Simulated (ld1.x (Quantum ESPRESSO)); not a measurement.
## Ranking RRKJ potentials for palladium (Pd)

All share these settings but for the change named:

Pd (Z = 46), norm-conserving RRKJ (Kleinman–Bylander form), made with ld1.x (Quantum ESPRESSO) 7.5 (LDA (PZ), scalar-relativistic). Core [Kr], reference 4d9 5s1 5p0. Waves: 5p (bound, empty): rc 3.45 bohr; 4d (bound): rc 1.60 bohr; 5s (bound): rc 2.40 bohr. Local part: the s channel. Core correction: none.

Test errors are all-electron minus pseudo excitation energies from the reference, over 4d10 5s0 5p0; 4d9 5s0 5p0; 4d8 5s0 5p0; 4d9.5 5s0 5p0; 4d7 5s0 5p0; 4d9 5s0 5p1; 4d8 5s1 5p0. None of these files shows a bound ghost.

The base gives 465.5 meV.

Of 10 variants that were run, those that failed, showed a ghost or another fault, or gave nearly equal values are left out.

A variant can come out equal or close to the base, since the largest error may sit in a test that the change hardly touches while other tests move.

(1) Rank these variants by their largest absolute test error, smallest first.
A. wave 4d (bound): rc 1.60 bohr becomes 4d (bound): rc 2.12 bohr
B. wave 5p (bound): rc 3.45 bohr becomes 5p (bound): rc 5.34 bohr
C. core correction a·sin(br)/r model core inside 1.16 bohr
D. type ultrasoft; waves now 5s (bound): rcut 2.10, rcutus 2.40 bohr; 5s channel at 0.6 Ry: rcut 2.10, rcutus 2.40 bohr; 5p (bound): rcut 3.00, rcutus 3.45 bohr; 5p channel at 0.35 Ry: rcut 3.00, rcutus 3.45 bohr; 4d (bound): rcut 1.40, rcutus 1.60 bohr; 4d channel at 0.2 Ry: rcut 1.40, rcutus 1.60 bohr; local potential all-electron potential smoothed inside 3.05 bohr (lloc = -2); augmentation PSQ, inside the norm-conserving radii

Results:

(1) D (130.0 meV), A (369.4 meV), B (465.5 meV), C (665.5 meV).
